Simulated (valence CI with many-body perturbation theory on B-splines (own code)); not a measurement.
# Au64+: what the settings do

Calculated by relativistic CI+MBPT: five valence electrons over a frozen Dirac-Fock core [Ne], a basis of 6 s, 6 p, 5 d, 3 f, 1 g functions for each j, with the one-electron correlation potential Σ1, the two-electron term Σ2, the three-electron term Σ3, Breit, model QED; selected CI, second order for the rest, scaled by the run's own slope (own B-spline code, finite nucleus).

No measured spectrum was set against this ion. As an estimate, large intervals hold to a few tenths of a per cent, small ones and those within an open d or f shell to about a per cent. Among the levels kept, up to 700 cm⁻¹ of a level comes from second order outside the variational space, and about a tenth of that is noise between levels of different J, which matters for small intervals.

The reference run has the lowest level (3s^2 3p1/2^2 3p3/2) J=3/2 and an ionisation energy of 7132.61 eV. Its largest variational space holds 10000 state functions.

Levels are named by their leading jj configuration (3d3/2^4 stands for four electrons in 3d with j = 3/2), which in mixed levels can hold well under half, so a name can repeat and another be missing. Letters in brackets count levels of one name in rising energy.

Changed runs:
A. scale of Σ1 1 → 0
B. scale of Σ1 1 → 0; scale of Σ2 1 → 0; three-electron term on → off; core polarisation of operators on → off
C. size limit of the variational space 10000 → 1500; second order for the rest on → off; natural orbitals for correlation on → off
D. box radius (bohr) 1.2967 → 0.35 (bad on purpose)

Excitation energies of the reference run in cm⁻¹, and shifts in cm⁻¹:

```tsv
Level	Reference	A	B	C
(3s^2 3p1/2^2 3d3/2) J=3/2	2015730	+2178	+6079	+1376
(3s^2 3p1/2^2 3d5/2) J=5/2	3023490	+669	+6560	+1792
(3s^2 3p1/2 3p3/2^2) J=3/2	3805990	-1786	-3717	-766
(3s^2 3p1/2 3p3/2^2) J=5/2	3907860	-1785	-3160	+146
(3s^2 3p1/2 3p3/2^2) J=1/2	4043280	-1794	-2540	-305
(3s 3p1/2^2 3p3/2^2) J=5/2	5370830	+492	-986	+358
(3s 3p1/2^2 3p3/2^2) J=3/2	5623150	+455	+1077	+845
(3s 3p1/2^2 3p3/2^2) J=1/2	5648230	+470	+631	+225
(3s^2 3p1/2 3p3/2 3d3/2) J=5/2 [a]	5796550	+388	+2030	+814
(3s^2 3p1/2 3p3/2 3d3/2) J=1/2 [a]	5826990	+381	+2135	-350
(3s^2 3p1/2 3p3/2 3d3/2) J=3/2 [a]	5831580	+403	+2636	+632
(3s^2 3p1/2 3p3/2 3d3/2) J=7/2	5903930	+373	+2414	+1197
Ionisation energy (eV)	7132.61	-0.96	-0.61	-0.56
```

Run D: It gave no result. The program said: "need at least one array to concatenate".
